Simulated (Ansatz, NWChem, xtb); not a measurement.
**Ligand exchange: RbBr + ICl → RbI + BrCl**

Gas-phase species: RbBr, singlet; ICl (iodine monochloride), singlet; RbI, singlet; BrCl (bromine chloride), singlet. The partners trade Br for I: Rb–Br and Cl–I bonds give way to Rb–I and Cl–Br.

Shapes, held fixed at every level: measured bond length; ICl from PBE0-D4/def2-TZVP. Programs: Ansatz 0.2.0, NWChem 7.3.0, xtb 6.7.1. A level may come from different programs for different species; with the same settings they agree closely. Electronic energies: no zero-point or thermal term.

```csv
level,kind,ΔE (kJ/mol)
GFN1-xTB,semi-empirical,+28.4
r2SCAN/STO-3G,meta-GGA,-24.7
B3LYP/STO-3G,global hybrid,-26.8
CAM-B3LYP/STO-3G,range-separated hybrid,-30.1
B2PLYP/STO-3G,double hybrid,-25.1
MP2/STO-3G,perturbation theory,-23.9
BCCD(T)/STO-3G,coupled cluster or CI,-27.1
FCI/STO-3G,"full CI, core frozen",-27.1
PBE0/def2-SVP,global hybrid,+36.5
```

PBE0/def2-SVP gives ΔE = +36.5 kJ/mol; the levels span -30.1 to +36.5. They disagree on the sign: 2 of 9 are positive. The median of the levels is -25.1. No measured value is set beside it here. For atoms past krypton def2 sets carry core potentials with scalar relativity. All-electron rows are non-relativistic unless named. Relativity is left out for Br. Outer-core shells of Br, I, Rb are correlated, in sets that cover them unevenly. Rows in sets without polarisation functions are far from converged.
